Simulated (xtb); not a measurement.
H₃Ga, charge +1, doublet, geometry from GFN2-xTB (such geometries of metal compounds can be far from the true shape) (a state made from the parent by changing its charge; the spin is typed, not shown lowest); xtb 6.7.1 with GFN1-xTB.

Input for xtb:
```
$ xtb mol.xyz --gfn 1 --chrg 1 --uhf 1 --etemp 10000 --json

# file mol.xyz
4

Ga     0.00000000     0.00000000     0.00000000
H      0.70473237    -0.45461564     1.43946828
H     -0.32010954     1.60719813    -0.29972668
H     -0.38462283    -1.15258249    -1.13974160
```

It wrote (shortened):

```
   ID    Z sym.   atoms
    1   31 Ga     1
    2    1 H      2-4

           -------------------------------------------------
          |                Calculation Setup                |
           -------------------------------------------------

           -------------------------------------------------
          |                 G F N 1 - x T B                 |
           -------------------------------------------------

          ...................................................
          :                      SETUP                      :
          :.................................................:
          :  # basis functions                  16          :
          :  # atomic orbitals                  15          :
          :  # shells                            9          :
          :  # electrons                         5          :
          :  # halogen bonds                     0          :
          :  max. iterations                   250          :
          :  Hamiltonian                  GFN1-xTB          :
          :  restarted?                      false          :
          :  GBSA solvation                  false          :
          :  PC potential                    false          :
          :  electronic temp.        10000.0000000     K    :
          :  accuracy                    1.0000000          :
          :  -> integral cutoff          0.2500000E+02      :
          :  -> integral neglect         0.1000000E-07      :
          :  -> SCF convergence          0.1000000E-05 Eh   :
          :  -> wf. convergence          0.2000000E-04 e    :
          :  Broyden damping             0.4000000          :
          :  net charge                          1          :
          :  unpaired electrons                  1          :
          ...................................................

 iter      E             dE          RMSdq      gap      omega  full diag
   1     -2.3918534 -0.239185E+01  0.277E+00    6.83       0.0  T
   2     -2.4060949 -0.142415E-01  0.886E-01    6.50       1.0  T
   3     -2.4062047 -0.109791E-03  0.386E-01    6.45       1.0  T
   4     -2.4062108 -0.606127E-05  0.215E-02    6.46       2.3  T
   5     -2.4062125 -0.173048E-05  0.908E-04    6.46      55.1  T
   6     -2.4062125  0.693211E-08  0.138E-03    6.46      36.1  T
   7     -2.4062125 -0.695096E-08  0.857E-07    6.46   58336.1  T
   8     -2.4062125 -0.119904E-13  0.533E-10    6.46  100000.0  T

   *** convergence criteria satisfied after 8 iterations ***

         :::::::::::::::::::::::::::::::::::::::::::::::::::::
         ::                     SUMMARY                     ::
         :::::::::::::::::::::::::::::::::::::::::::::::::::::
         :: total energy              -2.399439072182 Eh    ::
         :: gradient norm              0.026764245896 Eh/a0 ::
         :: HOMO-LUMO gap              6.459360143979 eV    ::
         ::.................................................::
         :: SCC energy                -2.406212489825 Eh    ::
         :: -> electrostatic           0.115858295921 Eh    ::
         :: repulsion energy           0.007180712614 Eh    ::
         :: dispersion energy         -0.000407294971 Eh    ::
         :: halogen bond corr.         0.000000000000 Eh    ::
         :: add. restraining           0.000000000000 Eh    ::
         :: total charge               1.000000000239 e     ::
         :::::::::::::::::::::::::::::::::::::::::::::::::::::

           -------------------------------------------------
          |                Property Printout                |
           -------------------------------------------------

    * Orbital Energies and Occupations

         #    Occupation            Energy/Eh            Energy/eV
      -------------------------------------------------------------
         1        1.9684           -0.7972028             -21.6930
         2        1.4946           -0.6899466             -18.7744
         3        1.4946           -0.6899466             -18.7744 (HOMO)
         4        0.0266           -0.4525695             -12.3150 (LUMO)
         5        0.0097           -0.4203128             -11.4373
         6        0.0016           -0.3629362              -9.8760
         7        0.0016           -0.3629362              -9.8760
         8        0.0012           -0.3532478              -9.6124
         9        0.0012           -0.3532478              -9.6124
        10        0.0002           -0.2981636              -8.1134
        11        0.0002           -0.2981636              -8.1134
        12        0.0002           -0.2923330              -7.9548
        13        0.0000           -0.1489800              -4.0540
        14                          0.4763714              12.9627
        15                          0.4763714              12.9627
      -------------------------------------------------------------
                  HL-Gap            0.2373771 Eh            6.4594 eV
             Fermi-level           -0.6277046 Eh          -17.0807 eV

  Mulliken/CM5 charges         n(s)   n(p)   n(d)
     1Ga    0.69652  0.56861   1.334  0.886  0.084
     2H     0.10116  0.14380   0.899  0.000  0.000
     3H     0.10116  0.14380   0.899  0.000  0.000
     4H     0.10116  0.14380   0.899  0.000  0.000

Wiberg/Mayer (AO) data.
largest (>0.10) Wiberg bond orders for each atom

 ---------------------------------------------------------------------------
     #   Z sym  total        # sym  WBO       # sym  WBO       # sym  WBO
 ---------------------------------------------------------------------------
     1  31 Ga   1.897 --     2 H    0.632     3 H    0.632     4 H    0.632
     2   1 H    0.686 --     1 Ga   0.632
     3   1 H    0.686 --     1 Ga   0.632
     4   1 H    0.686 --     1 Ga   0.632
 ---------------------------------------------------------------------------

Topologies differ in total number of bonds
Writing topology from bond orders to xtbtopo.mol

 dipole moment from electron density (au)
     X       Y       Z
  -0.0000  -0.0000  -0.0000  total (Debye):    0.000

           -------------------------------------------------
          | TOTAL ENERGY               -2.399439072182 Eh   |
          | GRADIENT NORM               0.026764245896 Eh/α |
          | HOMO-LUMO GAP               6.459360143979 eV   |
           -------------------------------------------------

normal termination of xtb
```
